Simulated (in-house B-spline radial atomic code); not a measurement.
Results of a calculation; reference values are marked as such.
## C6 from the polarisability at imaginary frequency: the aluminium ion Al⁺

HSE06 linear response of the closed shell [Ne] 3s2, from a B-spline radial code for spherical atoms; non-relativistic, point nucleus, no spin-orbit coupling.

The dispersion coefficient of two like species is C6 = (3/π) ∫ α(iu)² du from 0 to ∞.

```json
{"u (hartree)": "0", "α(iu) (bohr³)": "24.58"}
{"u (hartree)": "0.0849", "α(iu) (bohr³)": "22.39"}
{"u (hartree)": "0.198", "α(iu) (bohr³)": "16.1"}
{"u (hartree)": "0.339", "α(iu) (bohr³)": "9.756"}
{"u (hartree)": "0.566", "α(iu) (bohr³)": "4.84"}
{"u (hartree)": "0.849", "α(iu) (bohr³)": "2.557"}
{"u (hartree)": "1.27", "α(iu) (bohr³)": "1.349"}
{"u (hartree)": "1.98", "α(iu) (bohr³)": "0.6981"}
{"u (hartree)": "2.83", "α(iu) (bohr³)": "0.4287"}
{"u (hartree)": "4.24", "α(iu) (bohr³)": "0.2512"}
{"u (hartree)": "7.07", "α(iu) (bohr³)": "0.123"}
{"u (hartree)": "14.1", "α(iu) (bohr³)": "0.04111"}
```

Q: Fit one oscillator, α(iu) = α(0)/(1 + u²/ω²), through u = 0.339 and estimate C6.

A: From α(0)/α(iu) − 1 = 24.58/9.756 − 1 = 1.5195, ω = u/√1.5195 = 0.2750 hartree (7.5 eV). London's formula gives C6 = (3/4) α(0)² ω = 0.75 × 24.58² × 0.2750 = 124.6 hartree·bohr⁶, and the oscillator holds f = α(0) ω² = 1.86 electrons, of a sum of oscillator strengths of 12.0.

Q: How does that compare with the full integral?

A: The program's quadrature over all excitations gives C6 = 125.6, so the single oscillator is off by -0.8 %. At the last point the fit gives α = 0.00935 against 0.0411: higher excitations, and deeper shells where there are any, keep the true curve higher at large u.
